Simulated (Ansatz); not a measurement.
Gas-phase electronic energies from Ansatz, PBE0-D4/def2-TZVP geometries. CCSD(T)/CBS adds triple-zeta CCSD(T) − MP2 to the extrapolated MP2 energy (def2 sets, frozen cores). Functionals use def2-TZVPP. For Br outer-core shells are correlated without core-valence functions, which leaves a few kJ/mol of doubt a bond. Scalar relativity is left out up to krypton. Each species was taken in one conformer, which may not be the lowest.

Consider the ligand exchange at the Si–C bond: `O[Si@H](Cl)C[Si@@H](O)F` + HBr → `O[SiH](Cl)Br` + `C[SiH](O)F`.

Q: Is it downhill or uphill in electronic energy at CCSD(T)/CBS, and by how much? (Best estimate.)

A: Ansatz gave: Downhill: ΔE = -0.79 eV.

Q: What do these levels give: PBE-D4, r2SCAN-D4, PBE0-D4, ωB97X-V, SCS-MP2/def2-QZVPP, HF/CBS(def2)? (Best estimate.)

A: Ansatz gave: PBE-D4 -0.77, r2SCAN-D4 -0.79, PBE0-D4 -0.77, ωB97X-V -0.76, SCS-MP2/def2-QZVPP -0.82, HF/CBS(def2) -0.93 eV.

Largest T1 diagnostic among the species: 0.011.

In def2-TZVPP, CCSD(T) changes the Hartree–Fock value by +0.20 eV (the triples alone add +0.02 eV) and MP2 by +0.14 eV. The D4 term adds +0.10 eV with B3LYP and +0.06 eV with PBE0; it sums over pairs of atoms, weighted by their polarisabilities, and B3LYP, whose exchange is more repulsive, gets the larger term.

B3LYP here is the variant with VWN-RPA as its local correlation; programs differ in this.
